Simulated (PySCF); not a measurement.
# Unknown compound

Molecular formula: C12H9F. Simulated spectra:

1H NMR (400 MHz, computed): δ 7.65 (m, 2H), 7.59 (m, 2H), 7.52 (td, J = 8.9, 5.4 Hz, 1H), 7.50 (m, 1H), 7.38 (dd, J = 8.7, 1.5 Hz, 1H), 7.31 (ddd, J = 10.3, 2.4, 1.5 Hz, 1H), 7.15 (ddd, J = 9.2, 8.6, 2.4 Hz, 1H).

13C{1H} NMR (computed): δ 170.8 (C, d, J = 314.0 Hz), 149.9 (C, d, J = 5.1 Hz), 146.2 (C), 135.7 (CH, d, J = 5.7 Hz), 134.4 (CH), 133.5 (CH), 133.1 (CH), 127.6 (CH), 119.5 (CH, d, J = 19.8 Hz), 119.2 (CH, d, J = 19.0 Hz).

- couplings computed with B3LYP/pcJ-1 (spin–dipole term only in couplings to heteroatoms)
- shielding tensors at PBE0/pcSseg-1 (GIAO)
- PBE0-D3(BJ)/def2-SVP structure
- program: PySCF 2.14.0 with density-fitted response routines
- in vacuum, rapidly exchanging positions averaged, one conformer, no relativistic terms

Chemical shifts δ = σref − σ; 1H (σref 31.27) and 13C (σref 184.41) against TMS, all at this level.

Q: Which candidate is it?
A. Fc1cccc(-c2ccccc2)c1
B. Fc1ccccc1-c1ccccc1
C. Fc1ccc(-c2ccccc2)cc1

A: A. 

- Rings plus π bonds: 8 (2 rings in the answer).
- 10 carbon signals for 12 carbons: some carbons are equivalent by symmetry or fast rotation.
- Carbon types of the structure: 3 × C, 9 × CH, which accounts for all hydrogens.
- δC 170.8: aromatic carbon bearing fluorine; an ipso carbon deshielded by its heteroatom.
- δC 149.9, 146.2: substituted aromatic carbon.
- δC 135.7, 134.4, 133.5, 133.1, 127.6, 119.5, 119.2: aromatic CH.
- δH 7.65, 7.59, 7.52, 7.50, 7.38, 7.31, 7.15: hydrogen on an aromatic CH; the ring current deshields protons in the ring plane.
- The protons at 7.15 and 7.52 share a coupling of 9.2 Hz (vicinal, an ortho-type coupling).
- The protons at 7.52 and 7.38 share a coupling of 8.7 Hz (vicinal, an ortho-type coupling).

The others: Fc1ccccc1-c1ccccc1 has carbons computed at 167.2, 141.4, 136.4, 135.1, 134.5, 134.3, 133.8, 133.3, 129.1, 121.3; Fc1ccc(-c2ccccc2)cc1 would give 8 carbon signals, not 10.

C–F couplings over four or more bonds (about 3 Hz to the para carbon of a fluoroarene) are left out. Common functionals overestimate the size of one-bond C–F couplings by tens of Hz; these are unscaled. Multiplet labels drop couplings under 1 Hz and merge nearly equal ones. Couplings among chemically equivalent protons are left out too, so labels in AA′BB′ or AA′XX′ sets are apparent multiplicities. Unscaled 3J(H,H) at this level run about 10 % above measured values. Shifts are as computed. Against solution values, carbons near 30 ppm lie about +2 ppm off and those near 130 ppm about +5 ppm (rms about the fit 1.9 ppm; single classes can miss by 10 ppm). Of 1328 compounds with measured shifts, 309 miss one by over three times the rms of a fit or turn the order of signals round; such compounds aren't used in these exercises. Signals without a measured value on file couldn't be tested in this way; 1H shifts scatter by 0.2 ppm about their fit, and single ones miss by 0.5 ppm.
